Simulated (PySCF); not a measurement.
All numbers come from PySCF, PBE0, basis Sc def2-TZVP, F def2-TZVP (no relativity, density fitting). Open shells, if any, are unrestricted.

**Question.** What shape and geometry does isolated singlet ScF₃ take (every ligand bound to Sc)?

**Answer.** Formally Sc is in oxidation state +3, d0. The polar-tensor charge on Sc, 2.43, is below the formal one. The lowest minimum found is a singlet of D3h symmetry with Sc–F 1.838 Å (×3); F–Sc–F 120.0° (×3). Its harmonic wavenumbers are 91 (a2''), 168 (e'), 630 (a1'), 730 (e') cm⁻¹ and its dipole moment is 0.00 D.

Other isomers or separated fragments may lie lower.
